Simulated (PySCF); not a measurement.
**Static response to an electric field**

Compound: C7H9Cl.
Geometry (GFN2-xTB, Å), atoms numbered from 1 in this order:
```xyz
17
C7H9Cl angstrom
C     -1.5640   -0.9706   -0.0414
C     -0.8411    0.2839    0.4645
C     -0.3251    1.1378   -0.7008
C      0.9381    0.5910   -1.2918
C      1.8016   -0.1003   -0.5504
C      1.5281   -0.3674    0.8476
C      0.3083   -0.1419    1.3348
Cl    -0.0709   -0.4526    2.9914
H     -2.4443   -0.6924   -0.6167
H     -0.8994   -1.5526   -0.6757
H     -1.8773   -1.5907    0.7951
H     -1.5474    0.8736    1.0560
H     -1.1016    1.2087   -1.4642
H     -0.1199    2.1564   -0.3503
H      1.1470    0.8300   -2.3236
H      2.7342   -0.4624   -0.9555
H      2.3265   -0.7383    1.4709
```

Level: CAM-B3LYP/def2-SVPD (PySCF), static field, nuclei fixed, core orbitals frozen in the response. The polarisability tensor in these axes (au):

```
x    95.18  -2.63  -6.56
y    -2.63  75.41 -11.03
z    -6.56 -11.03 109.09
```

Q: Give the principal values, the mean and the anisotropy Δα = √{½[(α1 − α2)² + (α2 − α3)² + (α1 − α3)²]}.

A: Principal values 71.29, 94.35 and 114.04 au; mean 93.23 au = 13.82 Å³ = 15.37 × 10⁻⁴⁰ C²·m²/J; Δα = 37.06 au (40 % of the mean).

Q: What is the dipole moment, and where does it point?

A: (-0.10, 0.48, -1.73) D, 1.80 D in size, pointing from the negative to the positive side. Measured along this direction, the outermost atoms are Cl8 at the negative end and H15 at the positive end.

Q: Orientational against electronic polarisability at 350 K (dilute gas, rigid molecules)?

A: In Gaussian units μ²/3kT = 22.28 Å³ against 13.82 Å³, a ratio of 1.61; the Debye molar polarisation (4π/3)N_A(α + μ²/3kT) is 91.1 cm³/mol, leaving out the vibrational part.

Q: Find the Langevin capture rate constant for O2+ (31.990 u) meeting this molecule (128.039 u), k = 2.342 × 10⁻⁹ cm³/s × √(α in Å³ / reduced mass in u).

A: The reduced mass is 25.60 u, so k = 1.72 × 10⁻⁹ cm³/s. The formula leaves out the permanent dipole, which adds to the capture rate.

Q: Estimate the molar refractivity from the static electronic polarisability.

A: Lorentz–Lorenz: R = (4π/3)N_A α = 2.5225 cm³/(mol·Å³) × 13.82 Å³ = 34.8 cm³/mol, in the limit of long wavelengths.

Q: What depolarisation ratio follows for Rayleigh scattering of linearly polarised light, taking the static tensor?

A: ρ = 3Δα²/(45ᾱ² + 4Δα²) = 4121.3/(391120 + 5495.1) = 0.0104.

Q: Sum over states: ᾱ = Σ f/ω², ω in Eh. What share falls to these 8 lowest TDDFT singlets (eV, f)? 4.67, 0.1779; 5.92, 0.0003; 6.38, 0.0031; 6.75, 0.0028; 6.83, 0.0050; 6.90, 0.0015; 6.99, 0.0091; 7.10, 0.0052.

A: They add up to 6.48 au, 6.9 % of the 93.23 au; the largest single term is 6.05 au, from the state at 4.67 eV. Terms in order: 6.05, 0.01, 0.06, 0.05, 0.08, 0.02, 0.14, 0.08 au. Higher excitations give the rest. The strengths listed sum to 0.205.

Geometry: GFN2-xTB, one conformer, isolated molecule.
